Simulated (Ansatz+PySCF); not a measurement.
Results of a calculation; reference values are marked as such.
## PySCF 2.14.0 run

```python
from pyscf import gto, dft

mol = gto.M(atom="""
Co 0.000000 0.000000 0.000000
Cl 0.000000 0.000000 2.090000
Cl 0.000000 0.000000 -2.090000
""", basis='def2-svp', charge=0, spin=3)
mf = dft.UKS(mol, xc='wb97x')
mf.kernel()
print(mf.converged, mf.e_tot, mf.spin_square()[0])
```

The script is written out from the run's settings.

Output:

```yaml
Converged: yes
Total_energy: -2302.80220 hartree
Spin_squared_of_the_determinant: 3.755
Cycles: 36
```

This is not the lowest solution: another run reaches a determinant 0.27 eV lower. Caution: other spin multiplicities were not run.
